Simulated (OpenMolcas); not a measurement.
# Levels of Ge I by method

- Program: OpenMolcas
- Basis: ANO-RCC-VTZP [6s5p3d1f]
- Scalar Hamiltonian: DKH2, point nucleus
- Active space: 4 electrons in 4 orbitals (4s 4p)
- State averaging: 2S+1 = 3 even, 3 roots; 2S+1 = 1 even, 6 roots; 2S+1 = 5 odd, 1 root; 2S+1 = 3 odd, 5 roots
- Spin-orbit coupling: state interaction with AMFI integrals over the reference wave functions, term energies averaged over their components

Methods on the same reference wave functions:
A. CASSCF
B. SS-CASPT2, IPEA 0.25 Eh, imaginary shift 0.1 Eh (closed shells correlated: 3d)
C. XMS-CASPT2, IPEA 0.25 Eh, imaginary shift 0.1 Eh (closed shells correlated: 3d)

Energies in eV above 4s2 4p2 3P0, the measured ground level; measured values from NIST Handbook of Basic Atomic Spectroscopic Data.

```
       Level       A       B       C  Measured
 4s2 4p2 3P0  0.0000  0.0000  0.0000    0.0000
 4s2 4p2 3P1  0.0611  0.0608  0.0606    0.0691
 4s2 4p2 3P2  0.1581  0.1568  0.1567    0.1748
 4s2 4p2 1D2  1.1916   1.022   1.047    0.8834
 4s2 4p2 1S0  2.1347   2.197   2.257    2.0293
4s 4p3 5S* 2  3.7887   4.706   4.765    5.1983
```

Deviations, from unrounded energies. A percentage is the sum of absolute deviations over the sum of measured energies, with the sign that they share, or ± where signs differ.

```json
{"Against measurement": "mean absolute deviation (cm-1)", "Levels": "5", "A": "3000", "B": "1300", "C": "1400"}
{"Against measurement": "fine structure of the ground term (%)", "Levels": "2", "A": "-10.1", "B": "-10.8", "C": "-10.9"}
{"Against measurement": "other terms of the ground configuration (%)", "Levels": "2", "A": "+14.2", "B": "+10.5", "C": "+13.4"}
{"Against measurement": "other configurations (%)", "Levels": "1", "A": "-27.1", "B": "-9.5", "C": "-8.3"}
```

B, C lie about equally close to measurement and A furthest from it. The largest miss of B in the table is 4s 4p3 5S* 2, by -4000 cm-1. The ranking rests on the paired levels alone, and a cruder setting can come out closer through cancelling errors.

Between B and C the level of the table that moves most is 4s2 4p2 1S0, by 480 cm-1 (lowest in B, highest in C). Moves below CASPT2's spread within the term are not significant.

The mean deviations of B to C differ by less than CASPT2's widest spread within a term (150 cm-1), so their order carries little weight.

From A to B the spin-free energies of the other terms of 4s2 4p2 shown, above 3P, scale by factors of 0.84 to 1.03.

The lowest spin-free term lies below A's lowest term by 0.437 hartree in B, 0.439 hartree in C.

CASPT2 breaks the degeneracy within a term, and the mean is taken; among the terms shown or strongly mixed into the levels shown the widest spread is 150 cm-1 (4s2 4p2 1D, C). Over all roots computed the reference weight is 0.90 to 0.96 in B, 0.90 to 0.96 in C; the roots of lowest weight are the least certain, and an intruder state may touch them. Terms of s pⁿ other than that of highest spin mix with s² pⁿ⁻² d, which this space lacks; all of them can be thousands of cm-1 off, and some have no real level of that name. Without dynamic correlation excited terms often stand tens of per cent too high (terms of higher spin than the ground term too low), and those without a measured partner can miss by more than the paired ones (holds for A). Some terms miss by over 15 % even with CASPT2, which points to a basis or an active space too small for the shells correlated (holds for B; C). Computed and measured levels are paired by configuration, term and J; levels that our copy of the source lacks, or whose pairing is in doubt (as where it misses far off the trend of its configuration), stay unpaired and out of the deviations. Levels of configurations outside the active space are missing. Levels that lie high or do not pair safely by name in every column are left out.

* marks odd parity.
